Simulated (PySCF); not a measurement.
CHCl2F3Si, SMILES FC(F)(F)[SiH](Cl)Cl. Atoms are numbered in the order given.

```xyz
8

Si     0.5166     0.5805     0.0000
Cl     1.4085    -0.1601     1.6772
Cl     1.4085    -0.1601    -1.6772
C     -1.3065    -0.0300     0.0000
F     -1.4028    -1.3664     0.0000
F     -1.9555     0.4300    -1.0855
F     -1.9555     0.4300     1.0855
H      0.5427     2.0550     0.0000
```
Charge 0, spin multiplicity 1.

The structure is a stationary point at ωB97X-D3(BJ)/def2-SVP.

The numbers are results of PBE/def2-TZVP (PySCF), not measurements.

Symmetry labels are those of the subgroup Cs that the program uses (full group Cs).

Problem. List the valence orbital energies around the gap with their symmetry. (An estimate is asked for; the answer gives what the named calculation found.)

Solution. 
```json
[
 {"orbital": "HOMO−7", "symmetry": "A\"", "energy (eV)": "-10.40"},
 {"orbital": "HOMO−6", "symmetry": "A'", "energy (eV)": "-10.23"},
 {"orbital": "HOMO−5", "symmetry": "A\"", "energy (eV)": "-9.89"},
 {"orbital": "HOMO−4", "symmetry": "A'", "energy (eV)": "-9.46"},
 {"orbital": "HOMO−3", "symmetry": "A'", "energy (eV)": "-8.72"},
 {"orbital": "HOMO−2", "symmetry": "A\"", "energy (eV)": "-8.64"},
 {"orbital": "HOMO−1", "symmetry": "A\"", "energy (eV)": "-8.37"},
 {"orbital": "HOMO", "symmetry": "A'", "energy (eV)": "-7.93"},
 {"orbital": "LUMO", "symmetry": "A'", "energy (eV)": "-1.32"},
 {"orbital": "LUMO+1", "symmetry": "A\"", "energy (eV)": "-1.11"},
 {"orbital": "LUMO+2", "symmetry": "A'", "energy (eV)": "-0.13"},
 {"orbital": "LUMO+3", "symmetry": "A'", "energy (eV)": "0.02"}
]
```
